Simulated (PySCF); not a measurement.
Computed IR spectrum (relative IR intensity) of a molecule C5H10. Coordinates come from a PBE-D3(BJ)/def2-SVP optimisation. The values are those of a single conformer. These are PBE-D3(BJ)/def2-SVP in PySCF 2.14.0 values and carry that method's errors. Harmonic, unscaled wavenumbers; measured fundamentals usually lie a few per cent lower.

ν (cm⁻¹): 587 (w), 903 (vw), 929 (vw), 1095 (vw), 1318 (w), 1348 (w), 1398 (vw), 1404 (vw), 1416 (m), 1436 (vw), 2957 (s), 2970 (m), 2977 (vs), 2982 (m), 2993 (s), 3037 (m), 3042 (m), 3045 (m), 3047 (m), 3057 (vs) (against the strongest line: vs over 80 %, s over 45 %, m over 15 %, w over 4 %, vw less)

Task: Which structure fits?
(A) C[C@H]1C[C@@H]1C
(B) C=CCCC
(C) CC1CCC1
(D) C1CCCC1

Result: C, CC1CCC1
